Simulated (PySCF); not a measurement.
Sn(F)(Cl)2(Et), SMILES [Sn]([CH2]C)([F])([Cl])[Cl], PBE0/def2-SVP optimised geometry.

```
11

C     -1.10    -2.20     1.44
C     -1.62    -0.78     1.54
Sn    -0.80     0.47     0.00
F     -1.29    -0.23    -1.74
Cl    -1.53     2.68     0.00
Cl     1.53     0.47     0.00
H     -0.01    -2.25     1.51
H     -1.52    -2.81     2.26
H     -1.40    -2.68     0.50
H     -1.34    -0.29     2.49
H     -2.71    -0.70     1.43
```

Density from PBE0/def2-TZVP, def2 effective core potentials past Kr in PySCF at that geometry. The core electrons that the potentials of Sn replace are not part of the density.

Minimum of the electron density along straight lines between bonded atoms, close to the bond critical point (lines longer than 1.1 times the sum of covalent radii, or with two minima, are not listed):

| bond | length / Å | ρ at the minimum / e bohr⁻³ | ∇²ρ there / e bohr⁻⁵ | position (fraction from the first atom) |
|---|---|---|---|---|
| C1–C2 | 1.520 | 0.244 | -0.60 | 0.49 |
| C2–Sn3 | 2.140 | ? | ? | 0.48 |
| Sn3–F4 | 1.933 | 0.120 | ? | 0.52 |
| Sn3–Cl5 | 2.332 | 0.090 | 0.17 | 0.47 |
| Sn3–Cl6 | 2.336 | 0.089 | 0.17 | 0.47 |
| C1–H7 | 1.100 | 0.273 | -0.92 | 0.64 |
| C1–H8 | 1.102 | 0.271 | -0.91 | 0.64 |
| C1–H9 | 1.100 | 0.274 | -0.93 | 0.64 |
| C2–H10 | 1.101 | 0.273 | -0.91 | 0.65 |
| C2–H11 | 1.101 | 0.272 | -0.91 | 0.65 |

Problem. Complete the blanks.

Solution. 
- C2–Sn3, ρ at the minimum / e bohr⁻³: 0.109
- C2–Sn3, ∇²ρ there / e bohr⁻⁵: 0.07
- Sn3–F4, ∇²ρ there / e bohr⁻⁵: 0.58
